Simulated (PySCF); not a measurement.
## Field gradients at the hydrogen positions

Compound: C8H13OP.
Cartesian coordinates in Å at the GFN2-xTB level; atoms count from 1:
```
atom  x, y, z in Å
C1    -0.0726    3.1483    0.0406
C2     0.1683    1.9459   -0.4515
P3    -0.2281    0.5022    0.5759
O4    -0.7610    0.8334    1.9020
C5    -1.3814   -0.5291   -0.4058
C6    -1.9233   -0.1208   -1.5409
C7    -1.7005   -1.8124    0.2837
C8     1.3143   -0.4762    0.6011
C9     1.7683   -0.8456    1.7884
C10    1.9501   -0.8036   -0.7107
H11   -0.5078    3.2417    1.0235
H12    0.1447    4.0597   -0.4936
H13    0.6091    1.7896   -1.4249
H14   -1.6736    0.8280   -1.9855
H15   -2.6444   -0.7242   -2.0710
H16   -2.0153   -1.5931    1.3041
H17   -2.4895   -2.3589   -0.2282
H18   -0.8088   -2.4384    0.3450
H19    1.2441   -0.5462    2.6813
H20    2.6609   -1.4381    1.9144
H21    1.1883   -0.9687   -1.4718
H22    2.5793    0.0250   -1.0372
H23    2.5743   -1.6914   -0.6288
```

Level: PBE0/pcSseg-1 (PySCF, non-relativistic); Q(2H) = 0.00286 b; rigid geometry, the same for H and D, with no vibrational averaging.

Task: Rank these positions by the coupling χzz of a deuteron there, largest first.
A. H14 (vinylic hydrogen)
B. H23 (methyl hydrogen)
C. H18 (methyl hydrogen)
D. H19 (vinylic hydrogen)

Result: A (224 kHz), D (219 kHz), B (211 kHz), C (206 kHz).

Task: Give the electric field gradient Vzz (the principal value of largest size), its asymmetry and the 2H coupling at each hydrogen.

Result: 
| atom | bonded to | bond length (Å) | Vzz (au) | η | χzz (kHz) |
| --- | --- | --- | --- | --- | --- |
| H11 | C1 | 1.079 | 0.3217 | 0.03 | 216 |
| H12 | C1 | 1.079 | 0.3322 | 0.02 | 223 |
| H13 | C2 | 1.080 | 0.3316 | 0.04 | 223 |
| H14 | C6 | 1.077 | 0.3332 | 0.05 | 224 |
| H15 | C6 | 1.079 | 0.3316 | 0.05 | 223 |
| H16 | C7 | 1.090 | 0.3033 | 0.03 | 204 |
| H17 | C7 | 1.088 | 0.3149 | 0.03 | 212 |
| H18 | C7 | 1.091 | 0.3065 | 0.04 | 206 |
| H19 | C9 | 1.078 | 0.3256 | 0.04 | 219 |
| H20 | C9 | 1.079 | 0.3331 | 0.03 | 224 |
| H21 | C10 | 1.089 | 0.3060 | 0.03 | 206 |
| H22 | C10 | 1.090 | 0.3097 | 0.02 | 208 |
| H23 | C10 | 1.088 | 0.3134 | 0.03 | 211 |

Task: How does χzz go with the bond length over the 13 C–H bonds?

Result: A straight-line fit has a slope of -12.8 kHz for each 0.01 Å, with a correlation coefficient of -0.94, over lengths from 1.077 to 1.091 Å. The longer bonds have the smaller couplings here.

Task: Give the 2H NMR doublet splittings at H18 for a magnetic field along the z, y and x axes of the gradient: 3χ/2, 3χ(1 + η)/4, 3χ(1 − η)/4.

Result: With |χ| = 206.0 kHz and η = 0.038: 309, 160 and 149 kHz, to first order and without motion.

Geometry: GFN2-xTB, one conformer, isolated molecule. GFN2-xTB bond lengths can be off by several hundredths of an ångström, more for odd bonds, and the gradients follow them. With a basis this small, the couplings can be 20 % off.
